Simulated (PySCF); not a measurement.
# How methods differ on the ionisation energy of F⁺

F⁺ [He] 2s2 2p4 (3P) → F²⁺ [He] 2s2 2p3 (4S), as a difference of total energies. All numbers are calculated (PySCF 2.14, the spin-free X2C one-electron Hamiltonian (Gaussian nucleus), in jorge-DZP-DKH). Correlated levels: valence: 1s2 frozen. The calculations carry no spin-orbit coupling.

| method | ionisation energy (eV) |
| --- | --- |
| UHF | 33.518 |
| B3LYP | 35.756 |
| M06-2X | 35.228 |
| MP2 (valence) | 34.200 |
| SCS-MP2 (valence) | 34.189 |
| CCSD (valence) | 34.205 |
| CCSD(T) (valence) | 34.220 |

Errors of the correlated levels include the incompleteness of this basis and the frozen core.

Q: Which method comes closest to the reference value, and which is furthest?

A: The reference is 34.950 eV (measured; NIST levels, between the centres of gravity of the two terms). Closest: M06-2X (error 0.278 eV); furthest: UHF (error -1.432 eV).
